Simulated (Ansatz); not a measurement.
Z-matrix (Å, degrees):
```
C
C 1 1.3440
H 1 1.0953 2 117.40
H 2 1.0977 1 118.84 3 0.01
C 2 1.4950 4 115.18 1 -179.99
H 5 1.0993 2 112.44 4 179.99
H 5 1.1022 6 108.08 2 122.64
H 5 1.1023 6 108.08 7 114.73
Si 1 1.8724 3 117.14 2 -180.00
H 9 1.4952 1 109.04 3 0.00
H 9 1.4985 10 108.30 1 121.99
H 9 1.4985 10 108.30 11 116.02
```
Charge 0, spin multiplicity 1.

Calculation: frozen-core CCSD(T)/cc-pVTZ // PBE-D3(BJ)/def2-TZVP (Ansatz, an electronic-structure program).

* **HF energy**: -407.22281 Ha
* **MP2 correlation energy**: -0.63348 Ha

### Question
Estimate the CCSD correlation energy, the (T) correction, the total energy and the T1 diagnostic.

### Answer

```yaml
CCSD correlation energy: -0.68518 Ha
"(T) correction": -0.02853 Ha
CCSD(T) total energy: -407.93652 Ha
T1 diagnostic: 0.011
```
